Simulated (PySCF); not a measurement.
Method: PBE0-D3(BJ)/def2-TZVP // PBE0-D3(BJ)/def2-SVP run with PySCF 2.14.0. Gas-phase values, no solvent. One relaxed conformer stands for a flexible species; it need not be the lowest. 

Reference species (SMILES): `F[SiH2][Si]([SiH3])([SiH3])[SiH3]` (F–Si–Si–Si torsion 180°) (neutral, multiplicity 1).

```yaml
LUMO: -1.06 eV
```

Changed species: `[SiH3][Si]([SiH3])([SiH3])[SiH2]Br` (Si–Si–Si–Br torsion 59°) (one H of a SiH3 unit replaced by bromo; the reference has one H of a SiH3 unit replaced by fluoro).

**Question.** What does the change do to the LUMO?

**Answer.** the LUMO falls by 0.02 eV, to -1.08 eV.
